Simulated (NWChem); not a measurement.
# SiH₃SO₂Cl; SMILES O[Si](O)(S)Cl

```xyz
8

O     -1.3097     0.0164    -1.3719
Si    -0.3740    -0.0037    -0.0047
O     -1.3864     0.0291     1.3136
S      0.8133    -1.7777     0.0214
Cl     0.8725     1.6728     0.0161
H     -1.8627     0.8124    -1.4745
H     -0.9451     0.1164     2.1770
H      1.7673    -1.2348    -0.7857
```
Atoms are numbered in this order, from 1.

Computed with NWChem. All runs use the structure optimised with PBE-D3(BJ)/def2-SVP. Vertical excitations in the gas phase; the lowest state need not have the same character in each row.

```csv
level,"lowest excitation, singlet (eV)",orbital gap (eV)
"PBE/def2-SVP, full TDDFT",6.09,5.92
"B3LYP/def2-SVP, full TDDFT",…,…
"LDA (Slater exchange, VWN5)/def2-SVP, full TDDFT",6.06,5.87
"Hartree-Fock/def2-SVP, TDHF",6.98,14.67
```

Task: Fill in the missing entries.

Result: 
- B3LYP/def2-SVP, full TDDFT, lowest excitation, singlet (eV): 6.28
- B3LYP/def2-SVP, full TDDFT, orbital gap (eV): 7.66
